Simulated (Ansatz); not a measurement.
Hg₆Se₆ was relaxed with PBE-D4 (def2-SVP) in Ansatz in these states: charge -1 doublet, neutral singlet. The geometries follow in no particular order.

In the def2 sets Hg takes a core potential; there is no spin–orbit coupling.

A:

```xyz
12

Se    1.1186    0.2946   -3.0786
Hg    1.9246   -1.2490   -1.1594
Hg    1.0472    2.2683   -0.6054
Se    3.0274    1.1275    0.6165
Se    1.4739   -2.8121    0.8579
Hg    1.3019    0.0415    2.2162
Hg   -1.3019   -0.0415   -2.2161
Se   -1.4739    2.8121   -0.8578
Se   -3.0274   -1.1275   -0.6166
Hg   -1.0472   -2.2682    0.6054
Hg   -1.9245    1.2491    1.1594
Se   -1.1186   -0.2946    3.0786
```

B:

Cartesian coordinates in Å:
```
Se 2.033 -2.488 0.800
Hg 2.392 0.046 0.679
Hg 0.361 -1.591 -1.877
Se 2.064 0.188 -2.582
Se 1.870 2.529 1.035
Hg 0.252 1.780 -1.718
Hg -0.252 -1.780 1.718
Se -1.870 -2.529 -1.036
Se -2.064 -0.188 2.582
Hg -0.361 1.591 1.877
Hg -2.392 -0.046 -0.679
Se -2.033 2.488 -0.800
```

Q: Judge from the bond lengths which geometry belongs to which state (an estimate).

A: A is the charge -1 doublet (Se9–Hg10 2.591 Å, Hg3–Se4 2.591 Å, Se1–Hg2 2.591 Å); B is the neutral singlet (Se9–Hg10 2.562 Å, Hg3–Se4 2.562 Å, Se1–Hg2 2.562 Å).
